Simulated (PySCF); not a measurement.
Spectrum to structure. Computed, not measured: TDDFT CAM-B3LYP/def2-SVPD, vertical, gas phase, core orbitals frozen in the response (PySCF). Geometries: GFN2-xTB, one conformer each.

```json
{"state": "S1", "E (eV)": "7.20", "f": "0.0077"}
{"state": "S2", "E (eV)": "7.53", "f": "0.054"}
{"state": "S3", "E (eV)": "7.64", "f": "0.024"}
{"state": "S4", "E (eV)": "7.83", "f": "0.010"}
{"state": "S5", "E (eV)": "8.35", "f": "0.037"}
{"state": "S6", "E (eV)": "8.62", "f": "0.041"}
{"state": "S7", "E (eV)": "8.76", "f": "0.0056"}
{"state": "S8", "E (eV)": "8.87", "f": "0.014"}
```

Task: Which candidate is it? All have the formula C6H9F.
A. `C[C@@H]1CC/C1=C/F`
B. `FC[C@@]1(C)[C@@H]2[C@H]1C2`
C. `F[C@H]1CC=CCC1`

Result: B. Its S1, at 7.20 eV, is the highest among the candidates; the nearest of the others has S1 at 6.80 eV. S1 is HOMO→LUMO (84%), HOMO→LUMO+3 (9%). Löwdin shares by element: HOMO carbon 75% or more (atoms not listed hold the other 25%); LUMO carbon 43% or more (atoms not listed hold the other 57%). At the same level the other candidates give, for their lowest levels:
- `C[C@@H]1CC/C1=C/F`: 6.65 eV (f 0.065); 6.92 eV (f 0.218); 7.18 eV (f 0.007); 7.57 eV (f 0.011); 7.81 eV (f 0.002); T1 4.25 eV; HOMO -8.30, LUMO 1.21 eV
- `F[C@H]1CC=CCC1`: 6.80 eV (f 0.020); 7.29 eV (f 0.269); 7.74 eV (f 0.012); 7.86 eV (f 0.023); 7.91 eV (f 0.002); T1 4.46 eV; HOMO -8.46, LUMO 1.27 eV

The values belong to the conformer `[CH3:1][C@@:2]1([CH2:3][F:4])[C@@H:5]2[CH2:6][C@H:7]12`: C1–C2–C3–F4 65°.
Triplets come from the Tamm–Dancoff approximation.

Without π bonds the low states are Rydberg-like; a valence basis with one diffuse set may place them up to an eV too high.
